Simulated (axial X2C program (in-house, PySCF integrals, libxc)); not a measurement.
What spin–orbit coupling does to CaIn

Calculated with an in-house all-electron X2C program for linear molecules (integrals from PySCF). Spin-free means the one-electron spin-free X2C Hamiltonian; two-component (2c) means X2C with spin–orbit coupling and atomic mean-field two-electron Coulomb and Gaunt terms, so the difference of the two also holds small scalar two-electron terms. Basis: In dyall-cv3z [11s12p9d4f1g], Ca dyall-cv3z [11s12p6d4f] (cores contracted in-house); Gaussian nuclei, density fitting, unrestricted open shells. Masses: In 114.904 u, Ca 39.963 u.

Spin-free state: M_S = 1/2, Λ = 1 (beyond evenly filled blocks: π+α); fragments In + Ca.

```tsv
level	Re (Å)	ωe (cm⁻¹)	De (eV)	μ (D)
PBE0	3.259	131.2	0.577	2.19
HF	3.378	120.8	0.264	2.86
CCSD(T)	3.419	108.0	0.340	n/a
PBEsol	3.196	140.4	0.819	2.11
```

Correlated methods: 5 electrons correlated (number of frozen shells: In 4 s, 3 p, 2 d; Ca 3 s, 2 p), 313 virtual spin orbitals or spinors in MP2, 86 natural virtuals in coupled cluster.

Dipoles are positive if Ca is the positive end.

Q: Within this multiplet, which Ω should lie lowest by the rule for regular and inverted multiplets?

A: The open π shell holds one electron, so the multiplet is regular: Ω = Λ − 1/2 = 1/2. The PBE0 2c search agrees.

Two-component determinant lowest at the distance of the search:

Ω = 1/2 (⟨Sz⟩ = -0.42, ⟨Lz⟩ = 0.92 at HF); fragments In + Ca.

```tsv
level	Re (Å)	ωe (cm⁻¹)	De (eV)	μ (D)
PBE0	3.271	126.0	n/a	2.15
HF	3.440	102.1	n/a	2.61
CCSD(T)	3.477	91.8	0.278	n/a
PBEsol	3.199	137.8	n/a	2.07
```

Q: From the two tables, how do the constants change at the CCSD(T) level (2c against spin-free)?

A: At the CCSD(T) level Re rises by 0.058 Å and ωe falls by 16.2 cm⁻¹; De changes by -0.062 eV.

The state is a single determinant with fixed occupations, the lowest that a limited PBE0 search found. Dissociation energies refer to the lowest single-determinant-based atoms at the same level and basis. De is not given where an atomic determinant may have missed its ground term or J level, or where the truncated virtual space spoils (T). Density functionals use the spin component along the axis (collinear). Coupled cluster ran in a truncated set of natural virtual spinors; the MP2 energy of the rest was added. (T) has no such correction and the atoms are truncated less, which lowers De at CCSD(T) by a hundredth of an eV or more. PBE0 can misorder states that lie within some tenths of an eV, so this need not be the ground state of the molecule. The nearest other spin-free determinant of the search, M_S = 1/2, Λ = 0, lies 0.30 eV up at the distance of the search. Without a current term, density functionals place determinants with orbital angular momentum somewhat too high. The atomic limit has a lower orbital projection than the molecule and lies lower at mean-field level, so De may be about a tenth of an eV too small. The outer-core s and p shells of the metal are frozen in the correlated rows, which leaves out core–valence correlation; for alkali and alkaline-earth bonds that tends to lengthen them. The determinant is spin-polarised beyond a pure state at some levels (its spin-free form has ⟨S²⟩ too high), which makes Re and μ there less reliable. The T1 diagnostic is large, a sign of multireference character. With the outer-core shells frozen, correlated bond lengths of heavy atoms tend to come out a few hundredths of an ångström too long.
